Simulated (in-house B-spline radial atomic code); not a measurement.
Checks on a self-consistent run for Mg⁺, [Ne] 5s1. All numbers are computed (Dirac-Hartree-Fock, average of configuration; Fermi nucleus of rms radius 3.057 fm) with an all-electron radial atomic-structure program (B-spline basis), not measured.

```
orbital  q     ε (Eh)     <1/r>       <r²>  small-component weight
  1s1/2  2  -49.75115    11.641  0.0228598               0.0017946
  2s1/2  2   -4.38461   2.11559   0.568331              0.00023334
  2p1/2  2   -2.90087   1.96525   0.586289              0.00020827
  2p3/2  4   -2.88926    1.9578   0.589688              0.00020738
  5s1/2  1   -0.12866  0.118312    153.459              4.0022e-06
```

Electron-electron repulsion V_ee = 73.5197 hartree.

(1) What total energy follows from the eigenvalues?

(2) Does the Dirac virial theorem hold?

(3) What diamagnetic shielding (Lamb formula) and susceptibility (Langevin formula) do the radii give?

## Answers

(1) The eigenvalues count the repulsion twice, so E = Σqε - V_ee = -125.759 - 73.520 = -199.279 hartree; the run printed -199.279.

(2) For a point nucleus E = -2c²Σq·w, with w the small-component weight. Here Σq·w = 0.0053059 and c = 137.0360, so the ratio E/(-2c²Σq·w) is 1.000001.

(3) σ = (α²/3)Σq<1/r> = 39.3932/(3·137.036²) = 699.25 ppm, and χ = -0.79199×10⁻⁶·Σq<r²> = -125.3×10⁻⁶ cm³/mol with Σq<r²> = 158.17 bohr². Both are non-relativistic formulas without the paramagnetism of open shells.
